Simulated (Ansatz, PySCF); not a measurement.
C₆H₉In, singlet, geometry from GFN2-xTB (such geometries of metal compounds can be far from the true shape) (all electrons, no relativity), with bond 9-7 at 1.4 times its length. Base run: CASSCF(2,4)/STO-3G (PySCF).

Here is a job for PySCF.
```python
from pyscf import gto, scf, mcscf
import numpy

mol = gto.Mole()
mol.atom = '''
    In    0.123809    0.010242   -0.135704
    C    -1.836511    0.537033    0.797976
    C    -2.104700    0.220788    2.054244
    H    -2.583095    1.079548    0.221835
    H    -3.041831    0.475404    2.540113
    H    -1.392837   -0.314546    2.671323
    C     0.878834    1.228644   -1.857623
    C     0.248478    2.332662   -2.224442
    H     2.128725    0.799519   -2.615740
    H     0.578375    2.958035   -3.048611
    H    -0.643133    2.674873   -1.710728
    C     1.332187   -1.706679    0.641083
    C     0.779469   -2.670661    1.359333
    H     2.393047   -1.766699    0.404214
    H     1.338214   -3.523910    1.732266
    H    -0.273514   -2.657392    1.614815
'''
mol.basis = 'sto-3g'
mol.charge = 0
mol.spin = 0
mol.verbose = 4
mol.build()

mf = scf.RHF(mol)
mf.kernel()
mc = mcscf.CASSCF(mf, 4, 2)
mc.fix_spin_(ss=0.0)
mc.kernel()
occ = numpy.linalg.eigvalsh(mc.fcisolver.make_rdm1(mc.ci, mc.ncas, mc.nelecas))[::-1]
ss = mc.fcisolver.spin_square(mc.ci, mc.ncas, mc.nelecas)[0]
print('natural occupations', occ.round(4), ' <S^2>', round(ss, 4))
```

Programs used: Ansatz (a quantum-chemistry and plane-wave program), PySCF; a row that names a program was run with it.

Variants of this job, named by their change:

| change | ΔE vs base (mEh) | natural occupations | <S^2> of the state | outcome |
|---|---|---|---|---|
| base | 0.000 | 1.97 0.02 0.00 0.00 | 0.00 | converged |
| orbitals = fixed (CASCI); correction = SC-NEVPT2 | -392.7 | 2.00 0.00 0.00 0.00 | 0.00 | converged |
| orbitals = fixed (CASCI) | 12.676 | 2.00 0.00 0.00 0.00 | 0.00 | converged |
| fix_spin_ = off | 0.000 | 1.97 0.02 0.00 0.00 | 0.00 | converged |
| code = ansatz | - | - | - | cut at the time limit |
| correction = SC-NEVPT2 | -390.7 | 1.97 0.02 0.00 0.00 | 0.00 | converged |
| start = MP2 natural orbitals | -27.192 | 1.89 0.11 0.00 0.00 | 0.00 | converged |
| active space = 8 electrons, 7 orbitals | -88.838 | 2.00 1.97 1.89 1.89 0.11 0.11 0.03 | 0.00 | converged |
| code = ansatz; correction = SC-NEVPT2, all electrons | -400.5 | - | - | converged |
| solver = newton | -27.299 | 1.89 0.11 0.00 0.00 | 0.00 | converged |
| active space = 10 electrons, 8 orbitals | -89.914 | 2.00 2.00 1.97 1.89 1.89 0.11 0.11 0.03 | 0.00 | converged |

Active orbitals are taken around the Fermi level unless the row says otherwise; CASSCF can end in different local minima, and two programs can end on different orbitals. State-averaged rows give the lowest state.
